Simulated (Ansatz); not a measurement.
Born–Oppenheimer molecular dynamics of C3H7ClSi (12 atoms, charge 0, multiplicity 1). It starts from a relaxed structure.

Level of theory: RKS PBE/STO-3G in Ansatz 0.2.0.

* ensemble: NVT, Nosé–Hoover chain
* time step: 0.5 fs
* steps asked: 250
* set temperature: 300 K
* thermostat: time constant 100 fs, chain length 3 (defaults)
* masses: H 10 u
* seed: 927527

First frame:

```xyz
12
Properties=species:S:1:pos:R:3
Si -1.790 0.514 0.056
C -0.297 -0.420 -0.659
C 1.037 0.152 -0.188
C 1.889 -0.520 0.613
Cl 3.448 0.186 1.184
H -1.707 1.920 -0.306
H -1.808 0.387 1.505
H -3.012 -0.054 -0.495
H -0.341 -0.359 -1.766
H -0.360 -1.490 -0.385
H 1.297 1.174 -0.522
H 1.721 -1.543 0.996
```

Q: What does the run give?

A: The run went to its last step.

```json
{
  "steps done": "250",
  "time covered": "125 fs",
  "mean temperature over the second half": "183 K",
  "spread of the potential energy over the second half": "3.6 meV per atom",
  "mean potential energy of the second half above the start": "19.7 meV per atom"
}
```

The conserved energy stayed within 0.033 meV per atom of its start (net change 0.028 meV per atom), so the integration is sound. The mean temperature of the second half is 39 % below the set value. A run of 0.12 ps of so small a system gives no equilibrium averages. Limits of this set-up: minimal basis.

Q: What happens to the structure?

A: The same pairs are bonded in the first frame and the last. Pairs count as bonded within 1.25 times the sum of covalent radii (0.12 Å more for H–H). This is one draw of velocities; another would differ in detail.

Q: How do temperature and energy run in time?

A: 
```tsv
time (fs)	T (K)	potential energy less start (eV)	conserved less start (meV/atom)
0.0	300	0.000	0.00
4.0	233	0.087	0.02
8.0	190	0.143	0.03
12.0	201	0.129	0.01
16.0	148	0.199	0.03
20.0	165	0.177	0.02
24.0	193	0.142	0.01
28.0	161	0.185	0.03
32.0	185	0.156	0.01
36.0	170	0.178	0.01
40.0	121	0.243	0.03
44.0	165	0.189	0.01
48.0	190	0.160	0.02
52.0	198	0.154	0.02
56.0	213	0.139	0.01
60.0	183	0.183	0.02
64.0	177	0.196	0.02
68.0	173	0.207	0.02
72.0	167	0.220	0.03
76.0	201	0.181	0.02
80.0	214	0.171	0.02
84.0	184	0.218	0.02
88.0	156	0.260	0.02
92.0	131	0.298	0.03
96.0	162	0.264	0.03
100.0	213	0.206	0.02
104.0	218	0.209	0.02
108.0	214	0.223	0.02
112.0	193	0.258	0.02
116.0	156	0.312	0.03
120.0	168	0.303	0.03
124.0	202	0.266	0.03
```

Time of the run: 9.8 min on 1 thread of Arm Neoverse V1 (shared host), peak memory 0.094 GiB.
